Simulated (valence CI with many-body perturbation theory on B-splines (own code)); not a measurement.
## Dy XVIII: calculated level list

Method: configuration interaction combined with many-body perturbation theory (CI+MBPT): three valence electrons over a frozen Dirac-Fock core [Kr] 4d10, radial functions for each j: 8 s, 8 p, 9 d, 9 f, 6 g, 3 h, 2 i, with the one-electron correlation potential Σ1 (screened to all orders), the two-electron term Σ2, the three-electron term Σ3, Breit, model QED; selected single and double excitations, second order for the rest (own B-spline code, finite nucleus).

No measured spectrum was set against this ion. As an estimate, terms of the open shell hold to a few per cent of their energy, and close levels can change places. Core correlation moves these levels by up to 39000 cm⁻¹, and in measured spectra 5 to 20 % of such shifts remained as error; rates that hang on mixing are uncertain with them.

Levels 1 to 45 of 63, with energies above the lowest level, 4f³ ⁴I°_9/2. "Leading %" is the weight of the configuration and term that name the level; weights of strongly mixed levels are sums over their largest components and can fall short.

```csv
No.,Configuration,Term,J,E (cm⁻¹),Leading %,Second component,g
1,4f³,⁴I°,9/2,0.0,92,7 % 4f³ ²H°,0.740
2,4f³,⁴I°,11/2,6937,98,,0.966
3,4f³,⁴I°,13/2,13724,98,,1.104
4,4f³,⁴I°,15/2,20285,95,5 % 4f³ ²K°,1.192
5,4f³,⁴F°,3/2,24444,84,13 % 4f³ ²D°,0.486
6,4f³,²H°,9/2,26462,54,26 % 4f³ ²G°,1.001
7,4f³,⁴F°,5/2,28749,94,5 % 4f³ ²D°,1.033
8,4f³,⁴S°,3/2,31417,84,12 % 4f³ ²P°,1.853
9,4f³,⁴F°,7/2,31474,76,22 % 4f³ ²G°,1.155
10,4f³,⁴F°,9/2,36088,70,23 % 4f³ ²H°,1.213
11,4f³,⁴G°,5/2,37214,96,,0.583
12,4f³,²H°,11/2,37814,87,10 % 4f³ ⁴G°,1.103
13,4f³,⁴G°,7/2,38642,44,38 % 4f³ ²G°,0.990
14,4f³,²K°,13/2,42024,96,,0.937
15,4f³,⁴G°,7/2,44215,53,39 % 4f³ ²G°,0.963
16,4f³,⁴G°,9/2,46206,84,8 % 4f³ ²H°,1.150
17,4f³,²D°,3/2,46533,43,32 % 4f³ ²P°,1.085
18,4f³,²K°,15/2,48281,82,14 % 4f³ ²L°,1.053
19,4f³,²P°,1/2,51161,85,15 % 4f³ ⁴D°,0.564
20,4f³,²G°,9/2,51894,62,17 % 4f³ ⁴F°,1.134
21,4f³,⁴G°,11/2,52040,83,17 % 4f³ ²H°,1.239
22,4f³,²D°,5/2,53941,94,5 % 4f³ ⁴F°,1.189
23,4f³,⁴D°,5/2,60839,66,28 % 4f³ ²D°,1.288
24,4f³,⁴D°,3/2,61053,61,29 % 4f³ ²D°,1.098
25,4f³,²I°,11/2,62211,77,19 % 4f³ ²H°,0.967
26,4f³,²D°,3/2,62287,43,42 % 4f³ ²P°,1.082
27,4f³,⁴D°,1/2,64610,85,15 % 4f³ ²P°,0.096
28,4f³,²L°,15/2,65617,86,14 % 4f³ ²K°,0.957
29,4f³,²I°,13/2,67409,98,,1.072
30,4f³,⁴D°,7/2,69346,96,,1.417
31,4f³,²L°,17/2,69442,100,,1.057
32,4f³,²H°,9/2,71374,95,,0.918
33,4f³,²D°,3/2,75645,71,25 % 4f³ ⁴D°,0.920
34,4f³,²F°,5/2,77076,36,32 % 4f³ ²D°,1.117
35,4f³,²H°,11/2,77216,75,21 % 4f³ ²I°,1.060
36,4f³,²F°,5/2,87189,54,40 % 4f³ ²D°,1.009
37,4f³,²F°,7/2,89570,94,,1.145
38,4f³,²G°,9/2,102800,98,,1.106
39,4f³,²G°,7/2,105610,96,,0.896
40,4f³,²F°,7/2,143930,97,,1.137
41,4f³,²F°,5/2,147630,100,,0.856
42,4f²5s,⁴H,7/2,193340,95,5 % 4f²5s ²G,0.676
43,4f²5s,⁴H,9/2,196900,82,13 % 4f²5s ²H,0.969
44,4f²5s,⁴H,11/2,204030,94,5 % 4f²5s ²H,1.129
45,4f²5s,⁴F,3/2,205200,95,5 % 4f²5s ²D,0.418
```

Names give the largest LS component (configuration and term), which can be under half, so a name can repeat, a term be missing and a line seem to break the LS rules; names also repeat where a configuration has a term twice.

Where two levels of one J and parity lie close, their mixing, g and order are uncertain.

The ionisation energy to 4f² ³H4 of the next ion comes out as 395.17 eV (NIST: 399 ± 20 eV (theoretical)). All 63 levels together are meant to be complete up to 258660 cm⁻¹.
